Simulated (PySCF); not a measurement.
**How methods differ on the excitation energy of Bi**

Bi [Xe] 4f14 5d10 6s2 6p3 (4S) → Bi [Xe] 4f14 5d10 6s2 6p2 7s1 (4P), as a difference of total energies. Calculation: PySCF 2.14, in aug-cc-pwCVDZ-PP with ECP60MDF (6s5p4d1f, 48 functions); scalar relativity through the core potential. Correlated levels: valence: 5s2 5p6 5d10 frozen. The calculations carry no spin-orbit coupling.

```
           method  excitation energy (cm⁻¹)
              UHF                     42614
    MP2 (valence)                     42820
SCS-MP2 (valence)                     42709
   CCSD (valence)                     42563
CCSD(T) (valence)                     42536
```

Spin-orbit coupling is strong in these open shells (close to jj coupling). The scalar numbers leave it out and a first-order estimate fails, so it can dominate the gap to the real levels.

The promoted electron is Rydberg-like, and one or two diffuse shells describe it only roughly, which tends to raise the upper state.
